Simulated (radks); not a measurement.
Spherical quantum dot in the effective-mass picture: electrons in a parabolic well V = omega^2 r^2 / 2 with omega = 3.03, with a point charge +1 (a donor) at the centre, all in effective atomic units (hartree* = m*/eps^2 hartree, bohr* = eps/m* bohr), one dielectric constant everywhere. Method: non-relativistic Kohn-Sham, r2SCAN, spin-polarised, spherical densities, generalised Kohn-Sham scheme; computed with a radial shooting solver with Libxc functionals. Levels are named by radial order and angular momentum (1s, 1p, 1d, 2s, ...), and open shells are averaged over m. Results are scaled to m* = 0.064 and eps = 9.9, for which hartree* = 17.77 meV and bohr* = 8.186 nm.

N = 16, configuration 1s2 1p6 1d(up 5, down 1) 2s2. This is the lowest configuration that the search found. Occupied and some empty levels:

level,occupation,eigenvalue (meV),<r> (nm)
1s up,1,303.87,6.086
1s down,1,305.41,5.985
1p up,3,345.21,8.344
1p down,3,348.24,8.299
2s up,1,382.48,8.573
2s down,1,384.94,8.642
1d up,5,385.27,9.762
1d down,1,388.97,9.766
1f up,0,427.54,10.89
1f down,0,431.50,10.92
2p up,0,433.11,9.896
2p down,0,435.62,9.909
1g up,0,471.95,11.87
1g down,0,476.03,11.92

Energy (meV): total 3932.47, kinetic 946.82, external 1294.5, Hartree 1929.3, exchange-correlation -238.12.

Electron density:

r (nm),n(r) (e/nm^3)
0.826,0.008488
2.20,0.005731
3.58,0.003973
4.96,0.003144
6.34,0.002822
7.72,0.002519
9.10,0.001989
10.5,0.001315
11.9,0.0007085
13.2,0.0003109
14.6,0.0001097
16.0,0.00003159
17.4,7.342e-06
